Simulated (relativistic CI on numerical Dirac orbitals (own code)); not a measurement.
**Transition arrays of Ge VIII**

These numbers are calculated, not measured: Dirac-Coulomb-Breit CI, separate exchange-only KLI orbitals for each configuration, model QED, valence Slater integrals scaled by 0.9, whole transition arrays (own radial code, finite nucleus).

Configurations in the expansion (outside the closed core [Ne] 3s2): 3p⁶3d⁷, 3p⁶3d⁶4f, 3p⁵3d⁸, 3p⁶3d⁶4p, 3p⁶3d⁶5f. Levels of other configurations are missing.

All E1 lines from the levels of 3p⁶3d⁷; mean and standard deviation are weighted by gf, and upper levels are sorted by their leading configuration.

| Upper configuration | Lines | Σgf | Mean (eV) | Mean (nm) | σ (eV) | Strongest line (nm) |
| --- | --- | --- | --- | --- | --- | --- |
| 3p⁶3d⁶4f | 2825 | 221.8 | 123.49 | 10.040 | 3.15 | 9.989 |
| 3p⁵3d⁸ | 453 | 72.7 | 100.67 | 12.316 | 6.01 | 11.419 |
| 3p⁶3d⁶4p | 1731 | 65.3 | 80.47 | 15.408 | 3.47 | 15.660 |
| 3p⁶3d⁶5f | 2825 | 162.6 | 143.02 | 8.669 | 3.37 | 8.605 |

Σgf per state of the lower configuration in bins of 0.2 nm over the central range (centre: value): 8.3: 0.10, 8.5: 0.40, 8.7: 0.47, 8.9: 0.29, 9.1: 0.07, 9.3: 0.02, 9.5: 0.04, 9.7: 0.19, 9.9: 0.59, 10.1: 0.55, 10.3: 0.33, 10.5: 0.08, 10.7: 0.04, 10.9: 0.01, 11.1: 0.01, 11.5: 0.17, 11.7: 0.01, 11.9: 0.03, 12.1: 0.03, 12.3: 0.09, 12.5: 0.01, 12.7: 0.08, 12.9: 0.07, 13.1: 0.05, 13.3: 0.02, 13.5: 0.02, 13.7: 0.01, 13.9: 0.02, 14.1: 0.01, 14.3: 0.02, 14.5: 0.02, 14.7: 0.01, 14.9: 0.02, 15.1: 0.08, 15.3: 0.08, 15.5: 0.08, 15.7: 0.08, 15.9: 0.06.

(1) How do configuration mixing and the scaling of the Slater integrals move the arrays?

## Answers

(1) Slater scale 0.9, no configuration mixing: 3p⁶3d⁶4f 123.4 ± 3.2 eV (Σgf 209.7), 3p⁵3d⁸ 101.8 ± 6.5 eV (Σgf 129.7), 3p⁶3d⁶4p 80.0 ± 2.8 eV (Σgf 55.5), 3p⁶3d⁶5f 143.0 ± 3.4 eV (Σgf 113.9); Slater scale 1: 3p⁶3d⁶4f 123.7 ± 3.6 eV (Σgf 226.0), 3p⁵3d⁸ 100.6 ± 6.7 eV (Σgf 66.9), 3p⁶3d⁶4p 80.5 ± 3.5 eV (Σgf 65.2), 3p⁶3d⁶5f 143.1 ± 3.8 eV (Σgf 166.4); Slater scale 0.8: 3p⁶3d⁶4f 123.3 ± 2.8 eV (Σgf 218.0), 3p⁵3d⁸ 100.3 ± 5.5 eV (Σgf 80.1), 3p⁶3d⁶4p 80.1 ± 2.7 eV (Σgf 63.3), 3p⁶3d⁶5f 142.9 ± 3.0 eV (Σgf 158.7). With mixing, levels are counted to their leading configuration, so an array can shrink or vanish into another, and the sums then hold other lines.
